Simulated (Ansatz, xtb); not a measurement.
# Relative energy of two isomers of CH6Cl2GeSi

Structure I: `C[Si@H](Cl)[GeH2][Cl]`, a singlet. Structure II: `[CH3][GeH2][SiH](Cl)Cl`, a singlet. Both are isolated molecules in the gas phase, relaxed with B3LYP-D3(BJ)/def2-SVP; the shapes shown needn't be the lowest conformers.

I (Å):

```xyz
11

C    -0.9757    2.0163    0.0193
Cl   -2.9109    0.6222    2.2062
Cl   -0.9568   -3.0818    1.6057
Ge    0.0431   -1.1691    1.2228
Si   -1.6718    0.3555    0.5455
H    -0.3270    1.8988   -0.8643
H    -1.7927    2.7085   -0.2392
H    -0.3850    2.4689    0.8306
H    -2.4803   -0.2629   -0.5394
H     1.1114   -1.4383    0.1394
H     0.7353   -0.7533    2.5369
```

II (Å):

```yaml
atoms:
  - { symbol: C, position_ang: [-0.0596, -2.9075, 0.1548] }
  - { symbol: Cl, position_ang: [1.7607, 0.6373, 0.4928] }
  - { symbol: Cl, position_ang: [-0.2920, 0.3175, -2.1857] }
  - { symbol: Ge, position_ang: [-1.1651, -1.4305, 0.8362] }
  - { symbol: Si, position_ang: [-0.2332, 0.5470, -0.1133] }
  - { symbol: H, position_ang: [-0.1017, -2.9157, -0.9439] }
  - { symbol: H, position_ang: [0.9836, -2.7542, 0.4663] }
  - { symbol: H, position_ang: [-0.4153, -3.8743, 0.5392] }
  - { symbol: H, position_ang: [-2.6372, -1.5824, 0.3948] }
  - { symbol: H, position_ang: [-1.1073, -1.3517, 2.3773] }
  - { symbol: H, position_ang: [-0.8537, 1.8581, 0.2056] }
```

Problem. Which of the two would you expect CCSD(T)/def2-SVP + ΔMP2/def2-TZVPP electronic energies to favour?

Solution. Structure II; the calculation gives E(II) − E(I) = −0.134 eV.

How the difference moves with the method:

| level | geometry | E(II) − E(I) (eV) | departure from the last row (eV) | job, with rough time for the two |
| --- | --- | --- | --- | --- |
| GFN2-xTB | GFN2-xTB | +0.258 | +0.392 | optimisation, 0.16 s |
| HF/STO-3G | GFN2-xTB | +0.093 | +0.227 | single point, 0.6 s |
| r2SCAN-D4/def2-SVP | GFN2-xTB | −0.115 | +0.019 | single point, 5.4 s |
| B3LYP-D3(BJ)/def2-SVP | B3LYP-D3(BJ)/def2-SVP | −0.085 | +0.049 | optimisation, 53 s |
| HF/def2-SVP | B3LYP-D3(BJ)/def2-SVP | −0.016 | +0.119 | part of the CCSD(T) run |
| MP2/def2-SVP | B3LYP-D3(BJ)/def2-SVP | −0.147 | −0.012 | part of the CCSD(T) run |
| CCSD(T)/def2-SVP | B3LYP-D3(BJ)/def2-SVP | −0.123 | +0.011 | single point |
| CCSD(T)/def2-SVP + ΔMP2/def2-TZVPP | B3LYP-D3(BJ)/def2-SVP | −0.134 |  | single point, 60 s |

As drawn, II has 1 C–Ge, 1 Cl–Si in place of 1 C–Si, 1 Cl–Ge.

GFN2-xTB, HF/STO-3G put the two in the other order. HF/def2-SVP finds them nearly level. The largest departure from CCSD(T)/def2-SVP + ΔMP2/def2-TZVPP is that of GFN2-xTB, 0.392 eV. The last row adds to CCSD(T) the change of the MP2 difference between the two basis sets, here −0.011 eV.

With thermal terms from frequencies at re-optimised GFN2-xTB minima (ideal gas, soft modes damped towards free rotors, one conformer each, 298.15 K, 1 atm): the zero-point term adds +0.010 eV; ΔH is −0.127 and ΔG −0.118 eV.

The correlated steps freeze 25 core orbitals; the filled d shell of Ge is correlated, in a basis made for valence electrons. Mirror images aren't counted in ΔG. Run with Ansatz 0.2.0, xtb 6.7.1; the last row on 2 threads of Arm Neoverse V2 on a shared host.
